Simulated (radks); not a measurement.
Problem. The mean radii <r> (bohr) of the occupied orbitals of an atom or ion are listed with their occupations. All-electron calculation, scalar-relativistic Kohn-Sham, PBE, spin-polarised, spherical densities, point nucleus. Program: a radial shooting solver on a logarithmic mesh with Libxc functionals.

| orbital | occ. | <r> |
|---|---|---|
| 1s down | 1 | 0.02457 |
| 1s up | 1 | 0.02457 |
| 2s up | 1 | 0.1052 |
| 2s down | 1 | 0.1052 |
| 2p down | 3 | 0.09236 |
| 2p up | 3 | 0.09237 |
| 3s up | 1 | 0.2786 |
| 3s down | 1 | 0.2786 |
| 3p up | 3 | 0.2767 |
| 3p down | 3 | 0.2767 |
| 3d up | 5 | 0.2536 |
| 3d down | 5 | 0.2536 |
| 4s up | 1 | 0.6373 |
| 4s down | 1 | 0.6372 |
| 4p up | 3 | 0.6748 |
| 4p down | 3 | 0.6746 |
| 4d up | 5 | 0.7440 |
| 4d down | 5 | 0.7440 |
| 5s up | 1 | 1.500 |
| 5s down | 1 | 1.505 |
| 5p up | 3 | 1.712 |
| 5p down | 3 | 1.719 |
| 4f up | 1 | 1.056 |

Name the element and its charge. Open shells, if any, are filled with parallel spins first.

Solution. Z = 58, cerium, charge +3: Ce3+ in [Xe] 4f1. The 1s radius gives Z: for a bare nucleus <r> = (2 gamma + 1)/(2Z) with gamma = sqrt(1 - (Z/c)^2), 0.02424 bohr for Z = 58, and screening makes it slightly larger (0.02457 here). The occupations add up to 55, and the charge is Z minus that.
